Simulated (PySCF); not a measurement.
**Electron correlation in Ba²⁶⁺ (barium, charge +26)**

Starting occupation: [Ar] 3d10 4s2. Computed with PySCF 2.14 in an uncontracted even-tempered set (19 s from 0.86 bohr⁻², ratio 2.6; 15 p from 1.1 bohr⁻², ratio 2.6; 10 d from 1.1 bohr⁻², ratio 2.6; 6 f from 1.2 bohr⁻², ratio 2.8), with X2C-1e with screened-nucleus spin-orbit coupling, Gaussian nucleus. Frozen: [Ar]; 12 electrons correlated; the 94 highest virtual spinors left out.

MP2 pair energies summed by pair of shells (mhartree):

| pair | energy | share (%) |
| --- | --- | --- |
| 3d3/2-3d5/2 | -187.26 | 36.3 |
| 3d5/2-3d5/2 | -131.82 | 25.6 |
| 3d3/2-3d3/2 | -56.71 | 11.0 |
| 4s1/2-4s1/2 | -55.22 | 10.7 |
| 3d5/2-4s1/2 | -51.07 | 9.9 |
| 3d3/2-4s1/2 | -33.40 | 6.5 |

Total MP2 correlation energy: -515.48 mhartree.

The virtual space was cut to 68 spinors, which keep -494.38 of the -515.48 mhartree of MP2 correlation.

| level | correlation energy (mhartree) |
| --- | --- |
| CCSD | -491.99 |
| (T) | -1.14 |
| CCSD(T) | -493.13 |

Diagnostics: T1 = 0.00032, largest double amplitude 0.068.

Cost of the coupled-cluster step: 95 s of wall time on 1 thread of Neoverse-V2 (shared host), for 12 occupied and 68 virtual spinors.

The coupled-cluster values are those of the cut space; adding the MP2 remainder, -21.10 mhartree, estimates the full space.

At this charge the one-electron X2C treatment keeps the bare 1/r₁₂, with no two-electron picture change or Breit term. The effect here is smaller than on the frozen 1s shell.
